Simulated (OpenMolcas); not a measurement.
**A ladder of methods for C2H6BFO (SMILES COB(C)F)**

C2H6BFO: 11 atoms, total charge 0, spin state singlet. SMILES: `COB(C)F`. Geometry: relaxed at PBE0-D4/def2-TZVP. This is one conformer, not always the lowest.

```xyz
11

C    -1.3644    0.7111    0.5385
O    -0.2410    1.2278   -0.1353
B     0.8186    0.4827   -0.5089
C     0.9932   -1.0579   -0.2706
F     1.7792    1.1652   -1.1360
H    -1.4585    1.2071    1.5069
H    -2.2591    0.9243   -0.0500
H    -1.2940   -0.3677    0.6981
H     0.9476   -1.3070    0.7940
H     1.9474   -1.4128   -0.6601
H     0.1963   -1.6298   -0.7560
```

Quantity: the dipole moment, in D. The values are calculated.

```
          level             kind     program  value (D)  CPU time
 SVWN5/def2-SVP              LDA  OpenMolcas       2.78      51 s
  BLYP/def2-SVP              GGA  OpenMolcas       2.64      76 s
   PBE/def2-SVP              GGA  OpenMolcas       2.67      69 s
 M06-L/def2-SVP         meta-GGA  OpenMolcas       2.78      86 s
  TPSS/def2-SVP         meta-GGA  OpenMolcas       2.70      87 s
r2SCAN/def2-SVP         meta-GGA  OpenMolcas       2.81      85 s
 B3LYP/def2-SVP    global hybrid  OpenMolcas       2.81      72 s
M06-2X/def2-SVP  hybrid meta-GGA  OpenMolcas       2.93      75 s
```

The values span 2.64 to 2.93 D. Magnitudes only. Times are those of the runs behind each value, whatever else they computed, on shared processors of several kinds: orders of magnitude only.
